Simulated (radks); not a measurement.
Results of a calculation; reference values are marked as such.
Spherical quantum dot in the effective-mass picture: electrons in a parabolic well V = omega^2 r^2 / 2 with omega = 0.104, all in effective atomic units (hartree* = m*/eps^2 hartree, bohr* = eps/m* bohr), one dielectric constant everywhere. Level of theory: non-relativistic Kohn-Sham, PBEsol, spin-polarised, spherical densities (a radial shooting solver with Libxc functionals). Levels are named by radial order and angular momentum (1s, 1p, 1d, 2s, ...), and open shells are averaged over m. Results are scaled to m* = 0.086 and eps = 16.3, for which hartree* = 8.808 meV and bohr* = 10.03 nm. Each electron was tried in the lowest free levels, single moves between levels near the top were tried too, and the lowest total energy was kept; such a search can miss a lower state. The series stops at N = 7: beyond it a trial failed or the search could not be trusted, so later rows were left out. At N = 1 the Hartree and exchange-correlation terms need not cancel, so that row can carry a self-interaction error.

N       open shells  2S  E (meV)  mu = E(N) - E(N-1) (meV)  addition energy mu(N+1) - mu(N) (meV)  e(HOMO) (meV)
1  1s(up 1, down 0)   1  1.38365                    1.3836                                  1.820         2.1657
2              none   0  4.58740                    3.2038                                  1.861         3.8632
3  1p(up 1, down 0)   1  9.65200                    5.0646                                  1.128         5.6295
4  1p(up 2, down 0)   2  15.8443                    6.1923                                  1.100         6.7492
5  1p(up 3, down 0)   3  23.1362                    7.2919                                  1.279         7.8272
6  1p(up 3, down 1)   2  31.7069                    8.5707                                 0.9455         9.0422
7  1p(up 3, down 2)   1  41.2232                    9.5163                                      -         9.9886

All shells are closed at N = 2 (there: 1s2); the second difference of the energy has clear peaks (12 % above both neighbours; the first and last values, which can be the largest, are not judged, and half-filled shells can peak too) at N = 5.
